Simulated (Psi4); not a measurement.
H2Cl2Se2Sn, singlet, at a GFN2-xTB geometry (such geometries of metal compounds can be far from the true shape) (core potentials on Sn); Psi4 with CAM-B3LYP/def2-QZVP.

Here is a job for Psi4.
```
memory 2 GB

molecule {
0 1
Cl   -1.50543944   -1.19474710   -1.67777801
Sn   -0.33028440   -0.06831697   -0.00255557
Cl   -1.87357844    0.50087822    1.65587193
Se    0.66203578    2.10294027   -1.00559222
Se    1.42422964   -1.67489658    1.01955267
H     1.01220342    2.63659942    0.29025206
H     2.01229642   -1.97846582   -0.26472503
}

set {
  basis def2-qzvp
}

energy('cam-b3lyp')
print_variables()
```

It wrote (shortened):

```
   => Loading Basis Set <=

    Name: DEF2-QZVP
    Role: ORBITAL
    Keyword: BASIS

    !!!  WARNING: ECP capability is in beta. Please check occupations closely.  !!!

         ---------------------------------------------------------
                                   SCF
               by Justin Turney, Rob Parrish, Andy Simmonett
                          and Daniel G. A. Smith
                              RKS Reference
         ---------------------------------------------------------

  ==> Geometry <==

    Molecular point group: c1
    Full point group: C1

    Geometry (in Angstrom), charge = 0, multiplicity = 1:

       Center              X                  Y                   Z               Mass
    ------------   -----------------  -----------------  -----------------  -----------------
         CL          -1.539597605390    -1.201616508443    -1.677974059666    34.968852682000
         SN          -0.364442565390    -0.075186378443    -0.002751619666   119.902201630000
         CL          -1.907736605390     0.494008811557     1.655675880334    34.968852682000
         SE           0.627877614610     2.096070861557    -1.005788269666    79.916521800000
         SE           1.390071474610    -1.681765988443     1.019356620334    79.916521800000
         H            0.978045254610     2.629730011557     0.290056010334     1.007825032230
         H            1.978138254610    -1.985335228443    -0.264921079666     1.007825032230

  Running in c1 symmetry.

  Rotational constants: A =      0.02562  B =      0.01660  C =      0.01438 [cm^-1]
  Rotational constants: A =    768.17243  B =    497.55910  C =    431.02084 [MHz]
  Nuclear repulsion = 1010.951124970902242

  Charge       = 0
  Multiplicity = 1
  Electrons    = 126
  Nalpha       = 63
  Nbeta        = 63

  ==> Algorithm <==

  SCF Algorithm Type is DF.
  DIIS enabled.
  MOM disabled.
  Fractional occupation disabled.
  Guess Type is SAD.
  Energy threshold   = 1.00e-06
  Density threshold  = 1.00e-06
  Integral threshold = 1.00e-12

  ==> Primary Basis <==

  Basis Set: DEF2-QZVP
    Blend: DEF2-QZVP
    Number of shells: 136
    Number of basis functions: 432
    Number of Cartesian functions: 528
    Spherical Harmonics?: true
    Max angular momentum: 4

  Core potential: DEF2-QZVP
    Number of shells: 4
    Number of ECP primitives: 18
    Number of ECP core electrons: 28
    Max angular momentum: 3

  ==> DFT Potential <==

   => LibXC <=

    Version 7.1.2
[...]
   @DF-RKS iter   4: -5939.58482264852228   -2.42083e-03   1.86420e-04 DIIS/ADIIS
   @DF-RKS iter   5: -5939.58685791832340   -2.03527e-03   2.62908e-05 DIIS
   @DF-RKS iter   6: -5939.58691948425076   -6.15659e-05   8.82064e-06 DIIS
   @DF-RKS iter   7: -5939.58692724496996   -7.76072e-06   2.93504e-06 DIIS
   @DF-RKS iter   8: -5939.58692824618538   -1.00122e-06   4.99622e-07 DIIS
   @DF-RKS iter   9: -5939.58692830933524   -6.31499e-08   2.06415e-07 DIIS
  Energy and wave function converged.

  ==> Post-Iterations <==

   Electrons on quadrature grid:
      Ntotal   =  125.9999625027 ; deviation = -3.750e-05

    Orbital Energies [Eh]
    ---------------------

    Doubly Occupied:

[...]
    Virtual:

[...]
    Final Occupation by Irrep:
              A
    DOCC [    63 ]
    NA   [    63 ]
    NB   [    63 ]

  @DF-RKS Final Energy: -5939.58692830933524

   => Energetics <=

    Nuclear Repulsion Energy =           1010.9511249709022422
    One-Electron Energy =              -10354.2762324271807302
    Two-Electron Energy =                3597.1288142859038999
    DFT Exchange-Correlation Energy =    -193.3906351389604765
    Empirical Dispersion Energy =           0.0000000000000000
    VV10 Nonlocal Energy =                  0.0000000000000000
    Total Energy =                      -5939.5869283093343256

Computation Completed

Properties will be evaluated at   0.000000,   0.000000,   0.000000 [a0]

Properties computed using the SCF density matrix

 Multipole Moments:

 ------------------------------------------------------------------------------------
     Multipole            Electronic (a.u.)      Nuclear  (a.u.)        Total (a.u.)
 ------------------------------------------------------------------------------------

 L = 1.  Multiply by 2.5417464519 to convert [e a0] to [Debye]
 Dipole X            :         -8.4860692            9.3428712            0.8568020
 Dipole Y            :         -1.7980418            1.9791655            0.1811237
 Dipole Z            :         -0.0820057            0.0885416            0.0065358
 Magnitude           :                                                    0.8757615

 ------------------------------------------------------------------------------------

  Variable Map:
  ----------------------------------------------------------------------------
[...]
  Array Variable Map:
  ----------------------------------------------------------------------------
[...]
[...]
```
